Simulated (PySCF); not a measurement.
A GIAO shielding run with PySCF (density fitting, non-relativistic, gas phase) on SMILES C(=N/C)/[C@@H]1CC(=O)[SiH2]C1=O, C₆H₉NO₂Si:

```
$ OMP_NUM_THREADS=1 python probes_run.py task.json out

{"job": {"kind": "nmr", "xc": "PBE0", "basis": "pcSseg-1"}, "charge": 0, "multiplicity": 1}
C      3.025999    -0.255279     0.086340
N      2.223215     0.074709    -1.044053
C      0.974395     0.047297    -1.074762
C     -0.012507    -0.318951     0.015709
C     -1.324476    -0.869226    -0.540108
C     -2.482416    -0.551233     0.390071
O     -3.418382    -1.289630     0.563125
Si    -2.147023     1.168267     1.190166
C     -0.260092     0.910530     0.895881
O      0.640283     1.553462     1.375952
H      2.514931    -0.823435     0.872220
H      3.385787     0.677940     0.520974
H      3.889373    -0.815740    -0.274123
H      0.517356     0.358750    -2.009989
H      0.459169    -1.058053     0.674801
H     -1.267189    -1.940620    -0.740014
H     -1.565516    -0.368622    -1.484344
H     -2.671989     2.229119     0.335735
H     -2.490721     1.279966     2.598503
```

Hardware: 1 thread of an Intel Xeon, shared host. The job also computes population analyses, field gradients, ring-centre shieldings.

Q: How large is the calculation?

A: 82 electrons, 222 basis functions and 1167 auxiliary functions.

Q: How long does it take, and how much memory does it need?

A: 3.6 min of wall time, with 15 SCF cycles and 6 response iterations; peak memory 1.1 GiB. Times on a shared host scatter by some tens of per cent.
